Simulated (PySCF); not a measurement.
B(CCH)(F)(Me) (C₃H₄BF), SMILES C#CB(C)F.

Coordinates come from a PBE-D3(BJ)/def2-SVP optimisation.

Level of theory: TDA-CAM-B3LYP/def2-SVPD (PySCF 2.14.0).

Vertical excitations. The molecule is in vacuum.

Computed excitation energies, oscillator strengths and character:
```json
[
 {"state": "S1", "energy (eV)": "4.93", "λ (nm)": "251", "f": "0.000", "main pairs": "HOMO→LUMO 96 %"},
 {"state": "S2", "energy (eV)": "5.86", "λ (nm)": "212", "f": "0.047", "main pairs": "HOMO−1→LUMO 66 %, HOMO→LUMO+2 25 %"},
 {"state": "S3", "energy (eV)": "6.66", "λ (nm)": "186", "f": "0.002", "main pairs": "HOMO−1→LUMO+2 63 %, HOMO−2→LUMO 18 %, HOMO−1→LUMO+1 11 %"},
 {"state": "S4", "energy (eV)": "6.76", "λ (nm)": "184", "f": "0.001", "main pairs": "HOMO−2→LUMO 78 %, HOMO−1→LUMO+2 15 %"},
 {"state": "S5", "energy (eV)": "7.97", "λ (nm)": "156", "f": "0.076", "main pairs": "HOMO→LUMO+1 78 %"},
 {"state": "S6", "energy (eV)": "8.25", "λ (nm)": "150", "f": "0.061", "main pairs": "HOMO−1→LUMO+1 72 %, HOMO−1→LUMO+2 11 %"},
 {"state": "S7", "energy (eV)": "8.66", "λ (nm)": "143", "f": "0.028", "main pairs": "HOMO→LUMO+3 76 %"},
 {"state": "S8", "energy (eV)": "8.68", "λ (nm)": "143", "f": "0.009", "main pairs": "HOMO−3→LUMO 92 %"},
 {"state": "S9", "energy (eV)": "8.80", "λ (nm)": "141", "f": "0.677", "main pairs": "HOMO→LUMO+2 31 %, HOMO−1→LUMO+6 19 %, HOMO−1→LUMO 18 %, HOMO−4→LUMO 8 %"},
 {"state": "S10", "energy (eV)": "8.97", "λ (nm)": "138", "f": "0.019", "main pairs": "HOMO−1→LUMO+3 79 %"},
 {"state": "T1", "energy (eV)": "4.33", "λ (nm)": "286", "f": "0", "main pairs": "HOMO−1→LUMO 88 %"},
 {"state": "T2", "energy (eV)": "4.53", "λ (nm)": "274", "f": "0", "main pairs": "HOMO→LUMO 91 %"},
 {"state": "T3", "energy (eV)": "5.35", "λ (nm)": "232", "f": "0", "main pairs": "HOMO→LUMO+2 72 %"},
 {"state": "T4", "energy (eV)": "6.18", "λ (nm)": "201", "f": "0", "main pairs": "HOMO−1→LUMO+2 43 %, HOMO−2→LUMO 39 %, HOMO−1→LUMO+1 7 %"}
]
```
Triplets are in the Tamm–Dancoff approximation.
